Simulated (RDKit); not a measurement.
A run for RDKit: MMFF94 on H2S (SMILES S).

```python
from rdkit import Chem
from rdkit.Chem import AllChem, rdDetermineBonds

blocks = [
'''3

S    -0.00000000   -0.00000000    0.61877054
H     0.00000000    0.96994613   -0.30938527
H    -0.00000000   -0.96994613   -0.30938527
''',
]
mol = None
for b in blocks:
    f = Chem.MolFromXYZBlock(b)
    rdDetermineBonds.DetermineBonds(f, charge=0)
    mol = f if mol is None else Chem.CombineMols(mol, f)
Chem.SanitizeMol(mol)
print(Chem.MolToSmiles(Chem.RemoveHs(mol)))
ff = AllChem.MMFFGetMoleculeForceField(mol, AllChem.MMFFGetMoleculeProperties(mol), nonBondedThresh=100.0, ignoreInterfragInteractions=False)
e = ff.CalcEnergy()
print(f'MMFF94 energy {e:.6f} kcal/mol')
```

It printed:

```
S
MMFF94 energy 0.012803 kcal/mol
```

The run finished.

Cost: roughly 0.020 core-seconds.
